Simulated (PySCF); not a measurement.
**Exercise with solution: dipole moment from atomic charges**

B(H)2(SiH3) (BH5Si), SMILES B[SiH3]. Atoms are numbered in the order given.

```xyz
7

B      1.4379    -0.0212     0.0000
H      2.0563     0.0024     1.0181
H      2.0563     0.0024    -1.0181
Si    -0.5718    -0.0050     0.0000
H     -0.9587     1.4351     0.0000
H     -1.1693    -0.6321    -1.2049
H     -1.1693    -0.6321     1.2049
```
Charge 0, spin multiplicity 1.

Coordinates come from a B3LYP-D3(BJ)/def2-TZVP optimisation.

Charges (e) from ωB97X/def2-TZVPD in PySCF:

| atom | ESP fit | IAO |
|---|---|---|
| B1 | 0.315 | -0.173 |
| H2 | -0.121 | 0.027 |
| H3 | -0.121 | 0.027 |
| Si4 | 0.103 | 0.477 |
| H5 | -0.057 | -0.111 |
| H6 | -0.060 | -0.123 |
| H7 | -0.060 | -0.123 |

The dipole moment of the full density is 0.41 D.

Problem. What dipole moment does each set of point charges give, and which comes closer to that of the density?

Solution. 
μ = Σ q r, and 1 e Å = 4.8032 D.
ESP fit: Σ q r = (0.091, -0.014, 0.000) e Å, |μ| = 0.44 D.
IAO: Σ q r = (-0.016, -0.002, 0.000) e Å, |μ| = 0.08 D.
ESP fit comes closer in size. Point charges leave out the atoms' own dipoles (lone pairs, polarised bonds); fits to the potential absorb them, partitions of the density don't.
